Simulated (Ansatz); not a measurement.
Input for Ansatz (a first-principles code): R-PBE0/def2-TZVPP on GaH4NO2 (SMILES [NH2][Ga]([OH])[OH]), a point of a torsion scan.

Ansatz 0.2 input:
```yaml
crystal:
  periodic: [false, false, false]
  atoms:
    - {symbol: N, position_ang: [1.62431197, 0.10718523, -0.05211326]}
    - {symbol: Ga, position_ang: [-0.19778995, -0.01370693, -0.26365344]}
    - {symbol: O, position_ang: [-1.18866881, 1.38766690, -0.56016884]}
    - {symbol: O, position_ang: [-0.92903710, -1.59242531, -0.15397884]}
    - {symbol: H, position_ang: [2.02659743, -0.68694433, 0.43390956]}
    - {symbol: H, position_ang: [1.94492977, 0.96183323, 0.39126244]}
    - {symbol: H, position_ang: [-1.43231213, 1.76765781, -1.39986143]}
    - {symbol: H, position_ang: [-1.87223471, -1.70405240, -0.26574175]}
basis:
  gaussian:
    orbitals: def2-TZVPP
hamiltonian:
  xc: {name: PBE0}
scf: {lower_state_search: off}
```

Question: Predict the final total energy.

Answer: -2132.1570 hartree.

Question: How many basis functions does it have, and what does it roughly cost on one machine?

Answer: 197 functions; about 5 core-seconds (a rough figure).
